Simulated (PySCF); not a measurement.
CH12OSi5: full NMR table

* Formula: CH12OSi5
* SMILES: C[Si@H]1[SiH2][Si@H](O[SiH3])[SiH2]1
* InChI: InChI=1S/CH12OSi5/c1-6-4-7(2-3)5-6/h6-7H,4-5H2,1,3H3/t6-,7-
* Point group of the computed structure: Cs
* Degrees of unsaturation: 1
* Carbon signals: 1
* Proton signals: 6

Mapped SMILES: `[CH3:1][Si@H:2]1[SiH2:3][Si@H:4]([O:5][SiH3:6])[SiH2:7]1`. Hydrogens are named by the atom that carries them. Ha(Si3), Ha(Si7) are cis to C1 on the ring; Hb(Si3), Hb(Si7) are trans to C1 on the ring.

Isolated molecule, equivalent nuclei averaged, non-relativistic Hamiltonian, one conformer. PBE0/pcSseg-1 with gauge-including orbitals; GFN2-xTB structure; PySCF 2.14.

Scale: TMS for $^{1}$H (σref 31.72) and $^{13}$C (σref 186.93) and $^{29}$Si (σref 349.16); $^{17}$O (σref 336.08) vs H2O (reference shieldings calculated alike).

| carbon | δC, type | δH (multiplicity) | HMBC from (2–3 bonds) | span of the C tensor (ppm) |
| --- | --- | --- | --- | --- |
| C1 | -4.7, CH3 | 0.40 (d) | H(Si2), Hb(Si3)/Hb(Si7), Ha(Si3)/Ha(Si7) | 11 |

Other nuclei:
```json
{"atoms": "H(Si4)", "nucleus": "$^{1}$H", "environment": "hydrogen on a silicon bonded to O, 2 Si, in a 4-membered ring", "δ (ppm)": "6.72", "σ (ppm)": "25.00"}
{"atoms": "H(Si6)", "nucleus": "$^{1}$H", "environment": "hydrogen on a silicon bonded to O", "δ (ppm)": "5.02", "σ (ppm)": "26.70"}
{"atoms": "H(Si2)", "nucleus": "$^{1}$H", "environment": "hydrogen on a silicon bonded to C, 2 Si, in a 4-membered ring", "δ (ppm)": "4.88", "σ (ppm)": "26.83"}
{"atoms": "Hb(Si3)/Hb(Si7)", "nucleus": "$^{1}$H", "environment": "hydrogen on a silicon bonded to 2 Si, in a 4-membered ring", "δ (ppm)": "4.50", "σ (ppm)": "27.22"}
{"atoms": "Ha(Si3)/Ha(Si7)", "nucleus": "$^{1}$H", "environment": "hydrogen on a silicon bonded to 2 Si, in a 4-membered ring", "δ (ppm)": "3.99", "σ (ppm)": "27.73"}
{"atoms": "Si4", "nucleus": "$^{29}$Si", "environment": "silicon bonded to O, 2 Si, H, in a 4-membered ring", "δ (ppm)": "19.8", "σ (ppm)": "329.4"}
{"atoms": "Si6", "nucleus": "$^{29}$Si", "environment": "silicon bonded to O, 3 H", "δ (ppm)": "-44.7", "σ (ppm)": "393.9"}
{"atoms": "Si2", "nucleus": "$^{29}$Si", "environment": "silicon bonded to C, 2 Si, H, in a 4-membered ring", "δ (ppm)": "-58.9", "σ (ppm)": "408.1"}
{"atoms": "Si3/Si7", "nucleus": "$^{29}$Si", "environment": "silicon bonded to 2 Si, 2 H, in a 4-membered ring", "δ (ppm)": "-87.6", "σ (ppm)": "436.8"}
{"atoms": "O5", "nucleus": "$^{17}$O", "environment": "oxygen bonded to 2 Si", "δ (ppm)": "-2.1", "σ (ppm)": "338.2"}
```

1. δC -4.7: methyl carbon bonded to Si; an electropositive neighbour leaves it electron-rich and shielded.
2. δH 6.72: hydrogen on a silicon bonded to O, 2 Si, in a 4-membered ring.
3. δH 5.02: hydrogen on a silicon bonded to O.
4. δH 4.50, 3.99: hydrogen on a silicon bonded to 2 Si, in a 4-membered ring.
5. δH 0.40: hydrogen on a methyl carbon bonded to Si; an electropositive neighbour shields it, as in TMS itself.

Shifts are as computed. Against solution values, carbons near 30 ppm lie about +3 ppm off and those near 130 ppm about +5 ppm. Of 1211 compounds with measured shifts, 218 miss one by over three times the rms of a fit or turn the order of signals round; such compounds aren't used in these exercises. Experimental scales use liquid or dissolved standards, which lie at an offset from isolated H2O (liquid H2O: subtract about 36 ppm). No couplings were computed; multiplicities are counted from neighbouring protons, with m where these are inequivalent, close in shift, in a saturated or five-membered ring or joined by F or P, and br s for small geminal =CH2 splittings.
